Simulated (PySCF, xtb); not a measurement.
CH₄F₂O₂Si, SMILES F[Si](OC)(O)F.

GFN2-xTB (xtb) at its own geometry gives an orbital gap of 9.41 eV and a dipole moment of 2.96 D.

Coordinates come from a PBE0-D3(BJ)/def2-SVP optimisation. This is a generated structure with no PubChem entry under its InChIKey; it may be hypothetical. Other conformers were not sampled.

Q: What does PBE/def2-TZVP (PySCF) give? (Estimate from the structure and the level; the computed values follow.)

A: gap 6.80 eV (levels -7.36 and -0.56 eV), dipole 2.19 D.
